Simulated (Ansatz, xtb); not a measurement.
# Two structures of H5InO3Si

We compare I, a singlet given by its coordinates, with II, `O[Si](O)(O)[InH2]`, a singlet. Both are isolated molecules in the gas phase, relaxed with PBE0-D4/def2-SVP; the shapes shown needn't be the lowest conformers.

I (Å):

```csv
atom,x (Å),y (Å),z (Å)
In,-0.1020,-0.2638,-0.5105
O,-1.8723,-1.1101,-0.8410
O,0.5573,1.2655,-1.5778
O,1.0703,-0.9621,0.9334
Si,0.9532,-2.1805,2.0395
H,-2.0336,-1.8407,-0.2311
H,-0.0908,1.5177,-2.2471
H,1.0396,-1.6446,3.4324
H,-0.3627,-2.9000,1.9071
H,2.0420,-3.1860,1.8429
```

Close contacts (Å): In1–O2 1.99, In1–O3 1.98, In1–O4 1.99, O4–Si5 1.65, In1–H7 2.49, O2–H6 0.97, O3–H7 0.97, Si5–H8 1.49, Si5–H9 1.51, Si5–H10 1.50.

II (Å):

```tsv
atom	x (Å)	y (Å)	z (Å)
In	0.9967	-2.9401	1.0078
O	-1.4027	-0.8942	-0.7700
O	1.1403	-0.0079	-0.5759
O	-0.7149	0.2028	1.4842
Si	-0.1007	-0.7425	0.2514
H	-2.2382	-0.6001	-0.3928
H	0.8886	0.7016	-1.1790
H	-0.1277	0.3775	2.2256
H	0.9616	-4.3802	0.0387
H	1.8399	-3.0391	2.5308
```

Which of the two would you expect CCSD(T)/def2-SVP + ΔMP2/def2-TZVPP electronic energies to favour?

Structure II; the calculation gives E(II) − E(I) = −34.0 kcal/mol.

Level by level:

```json
{"level": "PBE0-D4/def2-SVP", "geometry": "PBE0-D4/def2-SVP", "E(II) − E(I) (kcal/mol)": "−37.8", "departure from the last row (kcal/mol)": "−3.8", "job, with rough time for the two": "optimisation, 2.1 min"}
{"level": "HF/def2-SVP", "geometry": "PBE0-D4/def2-SVP", "E(II) − E(I) (kcal/mol)": "−33.5", "departure from the last row (kcal/mol)": "+0.5", "job, with rough time for the two": "part of the CCSD(T) run"}
{"level": "MP2/def2-SVP", "geometry": "PBE0-D4/def2-SVP", "E(II) − E(I) (kcal/mol)": "−22.2", "departure from the last row (kcal/mol)": "+11.7", "job, with rough time for the two": "part of the CCSD(T) run"}
{"level": "CCSD(T)/def2-SVP", "geometry": "PBE0-D4/def2-SVP", "E(II) − E(I) (kcal/mol)": "−24.9", "departure from the last row (kcal/mol)": "+9.1", "job, with rough time for the two": "single point"}
{"level": "CCSD(T)/def2-SVP + ΔMP2/def2-TZVPP", "geometry": "PBE0-D4/def2-SVP", "E(II) − E(I) (kcal/mol)": "−34.0", "departure from the last row (kcal/mol)": "", "job, with rough time for the two": "single point, 59 s"}
```

The levels shown agree on the order. The largest departure from CCSD(T)/def2-SVP + ΔMP2/def2-TZVPP is that of MP2/def2-SVP, 11.7 kcal/mol. Levels run at GFN2-xTB geometries aren't shown. The last row adds to CCSD(T) the change of the MP2 difference between the two basis sets, here −9.1 kcal/mol, a large step that makes the value less sure.

With thermal terms from frequencies at re-optimised GFN2-xTB minima (ideal gas, soft modes damped towards free rotors, one conformer each, 298.15 K, 1 atm): the zero-point term adds +0.2 kcal/mol; ΔH is −34.0 and ΔG −33.4 kcal/mol.

The correlated steps freeze 12 core orbitals; the filled d shell of In is correlated, in a basis made for valence electrons. Atoms past krypton carry core potentials in the def2 sets and no spin–orbit term is included. Programs: Ansatz 0.2.0, xtb 6.7.1; the last row on 2 threads of Arm Neoverse V1 on a shared host.
